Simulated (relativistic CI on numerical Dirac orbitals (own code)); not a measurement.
Radial parameters of Hf30+

Computed by Dirac-Coulomb-Breit CI, orbitals from a KLI potential per configuration, QED by a radiative potential, unscaled Slater integrals (own radial code, finite nucleus).

Slater integrals F^k, G^k are unscaled and averaged over j, outside the closed core [Ar] 3d10; ζ comes from projecting the Hamiltonian with its Breit term on Σ l·s of the shell.

- 4s²4p⁶4d⁶: F^2(4d,4d) = 221240, F^4(4d,4d) = 150470, ζ(4d) = 47796 cm⁻¹; <r>(4d) = 0.4549, <r^2>(4d) = 0.2365 (bohr units).
- 4s²4p⁵4d⁷: ζ(4p) = 392320, F^2(4d,4d) = 221190, F^4(4d,4d) = 150430, F^2(4p,4d) = 223440, G^1(4p,4d) = 278580, G^3(4p,4d) = 177990, ζ(4d) = 47613 cm⁻¹; <r>(4p) = 0.449, <r^2>(4p) = 0.2281, <r>(4d) = 0.4549, <r^2>(4d) = 0.2366 (bohr units).
- 4s²4p⁶4d⁵4f: F^2(4d,4d) = 221120, F^4(4d,4d) = 150380, ζ(4d) = 47758, F^2(4d,4f) = 221490, F^4(4d,4f) = 144510, G^1(4d,4f) = 232400, G^3(4d,4f) = 159120, G^5(4d,4f) = 116590, ζ(4f) = 7793.9 cm⁻¹; <r>(4d) = 0.4552, <r^2>(4d) = 0.2368, <r>(4f) = 0.4339, <r^2>(4f) = 0.2143 (bohr units).

**Question.** Give the Racah parameters of the d shell in 4s²4p⁶4d⁶.

**Answer.** B = F²/49 − 5F⁴/441 = 2809 cm⁻¹ and C = 35F⁴/441 = 11942 cm⁻¹.

Averages of the first 10 configurations, taken without configuration mixing, which lowers the lowest level and can move excited configurations by several eV; other configurations of the list can lie among them:

| Configuration | Parity | States | Average energy above the lowest level (eV) |
| --- | --- | --- | --- |
| 4s²4p⁶4d⁶ | even | 210 | 28.7 |
| 4s²4p⁵4d⁷ | odd | 720 | 225.8 |
| 4s²4p⁶4d⁵4f | odd | 3528 | 224.5 |
| 4s²4p⁴4d⁸ | even | 675 | 425.8 |
| 4s4p⁶4d⁷ | even | 240 | 377.9 |
| 4p⁶4d⁸ | even | 45 | 731.4 |
| 4s4p⁶4d⁶4f | odd | 5880 | 571.7 |
| 4s²4p⁶4d⁵5s | even | 504 | 404.0 |
| 4s4p⁵4d⁸ | odd | 540 | 573.5 |
| 4s²4p⁶4d⁵5d | even | 2520 | 548.1 |
